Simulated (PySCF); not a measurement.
PbFI, SMILES [F][Pb][I] (connectivity only; charge and spin as stated), neutral, multiplicity 1.

Coordinates come from a B3LYP-D3(BJ)/def2-TZVP optimisation. The def2 effective core potentials stand for the cores of I, Pb; spin–orbit coupling is left out.

Calculation: PySCF with ωB97X/def2-TZVPD.

Computed frontier levels, gap, dipole moment and polarisability:
```json
{
 "highest_occupied_level": "-9.60 eV",
 "lowest_empty_level": "-1.40 eV",
 "orbital_gap": "8.20 eV",
 "dipole_moment": "4.62 D",
 "quadrupole, principal values (traceless, Buckingham form, about the centre of nuclear charge)": "-13.94, 6.77, 7.17 D·Å",
 "mean_static_polarisability": "81.8 bohr³ (12.13 Å³)",
 "polarisability_principal_values": "60.4, 69.1, 116.0 bohr³"
}
```
